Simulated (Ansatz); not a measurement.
Reaction (ligand exchange at a Ga–C bond): `C[CH2][GaH][Cl]` + `[SiH3][SeH]` → `[SiH3][Se][GaH][Cl]` + ethane

Calculated with Ansatz (gas phase, PBE0-D4/def2-TZVP geometries, no zero-point term in ΔE). CBS: MP2 limit from def2 TZ/QZ plus the TZ coupled-cluster correction, frozen cores. This one scheme is used for every species. Functionals use def2-TZVPP. For Ga, Se outer-core shells are correlated without core-valence functions, which leaves a few kJ/mol of doubt a bond. Scalar relativity is left out up to krypton. Each species was taken in one conformer, which may not be the lowest.

```csv
level,ΔE (kcal/mol)
ωB97M-V,-29.8
r2SCANh,-31.2
r2SCAN0,-31.5
BHLYP,-31.0
```

Task: What does CCSD(T)/CBS give? (Estimate.)

Result: Computed: -30.2 kcal/mol. The listed levels differ from it by 0.4, -1.0, -1.3, -0.8 kcal/mol.

Task: What do rigid-rotor, harmonic-oscillator terms from PBE0-D4/def2-TZVP frequencies (298.15 K, 1 bar) make of the CCSD(T)/CBS value? (Best estimate.)

Result: Computed: ΔZPE = +2.5 kcal/mol, ΔH = -27.5 kcal/mol, ΔS = -16 J/(mol·K), ΔG = -26.4 kcal/mol. Modes under 50 cm⁻¹ make the entropy rough.

Largest T1 diagnostic among the species: 0.011.

From BLYP to BHLYP (50 % exact exchange), in def2-TZVPP and without D4, ΔE moves by −1.9 kcal/mol. In def2-TZVPP, CCSD(T) changes the Hartree–Fock value by +2.1 kcal/mol (the triples alone add −0.2 kcal/mol) and MP2 by +1.1 kcal/mol.
